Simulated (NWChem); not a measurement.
System: C₂H₅NOSi; SMILES N[Si@H]1C=CO1

Here is an NWChem input.

```
start job
memory heap 200 mb stack 900 mb global 1100 mb
geometry units angstroms
  N      1.933392     0.353171     0.325501
  Si     0.493324    -0.404127    -0.203348
  C     -0.967581    -0.537725     0.984699
  C     -1.605260     0.271969     0.140866
  O     -0.722060     0.619048    -0.859498
  H      2.774583     0.261507    -0.215975
  H      1.886974     1.255988     0.769121
  H      0.775732    -1.481322    -1.129924
  H     -1.333737    -1.031371     1.861728
  H     -2.597070     0.688479     0.088713
end
basis spherical
  * library 6-31g*
end
dft
  xc b3lyp
  iterations 150
end
driver
  maxiter 120
end
task dft optimize
task dft freq
```

Parts of the log:

```
             Northwest Computational Chemistry Package (NWChem) 7.3.0
             --------------------------------------------------------

 C1  symmetry detected

                             Geometry "geometry" -> ""
                             -------------------------

 Output coordinates in angstroms (scale by  1.889725989 to convert to a.u.)

  No.       Tag          Charge          X              Y              Z
 ---- ---------------- ---------- -------------- -------------- --------------
    1 N                    7.0000    -0.08512822    -1.91269635     0.48402541
    2 Si                  14.0000    -0.03015677    -0.48135413    -0.45150382
    3 C                    6.0000    -1.10054780     0.99000089     0.05141263
    4 C                    6.0000     0.04757175     1.62362672     0.28514929
    5 O                    8.0000     1.07505545     0.73274461     0.05746414
    6 H                    1.0000     0.32093380    -2.75937941     0.12703480
    7 H                    1.0000     0.01733611    -1.85773281     1.48428135
    8 H                    1.0000     0.18325833    -0.77768369    -1.85339156
    9 H                    1.0000    -2.10390622     1.36199735     0.09415572
   10 H                    1.0000     0.31788298     2.61690828     0.60171077

 Effective nuclear repulsion energy (a.u.)     226.1835693838

                                Z-matrix (autoz)
                                --------

 Units are Angstrom for bonds and degrees for angles

[...]

      ----------------------
      Optimization converged
      ----------------------

  Step       Energy      Delta E   Gmax     Grms     Xrms     Xmax
  ---- ---------------- -------- -------- -------- -------- --------
@   14    -498.69319527 -1.3D-06  0.00012  0.00004  0.00043  0.00132
                                     ok       ok       ok       ok

                                Z-matrix (autoz)
                                --------

 Units are Angstrom for bonds and degrees for angles

[...]

 Rotational Constants
 --------------------
 A=   0.307007 cm-1  (  0.441704 K)
 B=   0.116418 cm-1  (  0.167495 K)
 C=   0.098744 cm-1  (  0.142068 K)

 Temperature                      =   298.15K
 frequency scaling parameter      =   1.0000

 Zero-Point correction to Energy  =   44.775 kcal/mol  (  0.071353 au)
 Thermal correction to Energy     =   48.443 kcal/mol  (  0.077198 au)
 Thermal correction to Enthalpy   =   49.035 kcal/mol  (  0.078142 au)

 Total Entropy                    =   74.818 cal/mol-K
   - Translational                =   39.286 cal/mol-K (mol. weight =  87.0140)
   - Rotational                   =   25.616 cal/mol-K (symmetry #  =        1)
   - Vibrational                  =    9.916 cal/mol-K

 Cv (constant volume heat capacity) =   21.203 cal/mol-K
   - Translational                  =    2.979 cal/mol-K
   - Rotational                     =    2.979 cal/mol-K
   - Vibrational                    =   15.244 cal/mol-K

[normal modes left out]

 ----------------------------------------------------------------------------
 Normal Eigenvalue ||           Projected Infra Red Intensities
  Mode   [cm**-1]  || [atomic units] [(debye/angs)**2] [(KM/mol)] [arbitrary]
 ------ ---------- || -------------- ----------------- ---------- -----------
    1       -0.000 ||    0.000491           0.011         0.479       0.103
    2       -0.000 ||    0.000261           0.006         0.255       0.055
    3       -0.000 ||    0.000632           0.015         0.616       0.133
    4       -0.000 ||    0.000425           0.010         0.414       0.089
    5        0.000 ||    0.000161           0.004         0.157       0.034
    6        0.000 ||    0.000169           0.004         0.165       0.036
    7      171.124 ||    0.006628           0.153         6.461       1.394
    8      219.950 ||    0.002404           0.055         2.344       0.505
    9      327.047 ||    0.094411           2.178        92.036      19.852
   10      388.219 ||    0.153386           3.539       149.528      32.252
   11      420.326 ||    0.044066           1.017        42.958       9.266
   12      586.367 ||    0.046071           1.063        44.912       9.687
   13      619.562 ||    0.015267           0.352        14.883       3.210
   14      694.772 ||    0.006803           0.157         6.632       1.431
   15      734.002 ||    0.042568           0.982        41.497       8.951
   16      792.895 ||    0.031194           0.720        30.410       6.559
   17      879.931 ||    0.027206           0.628        26.522       5.721
   18      906.235 ||    0.030244           0.698        29.483       6.359
   19      954.482 ||    0.123662           2.853       120.552      26.002
   20      966.766 ||    0.164346           3.792       160.213      34.557
   21     1051.819 ||    0.106697           2.462       104.013      22.435
   22     1132.654 ||    0.105972           2.445       103.307      22.283
   23     1303.853 ||    0.011895           0.274        11.596       2.501
   24     1568.130 ||    0.086424           1.994        84.250      18.172
   25     1616.250 ||    0.067691           1.562        65.988      14.233
   26     2281.742 ||    0.165221           3.812       161.065      34.741
   27     3180.927 ||    0.028797           0.664        28.073       6.055
   28     3287.999 ||    0.001675           0.039         1.633       0.352
   29     3577.037 ||    0.032055           0.740        31.249       6.740
   30     3673.403 ||    0.029917           0.690        29.165       6.291
 ----------------------------------------------------------------------------
```

Level: B3LYP/6-31G* (spherical d).
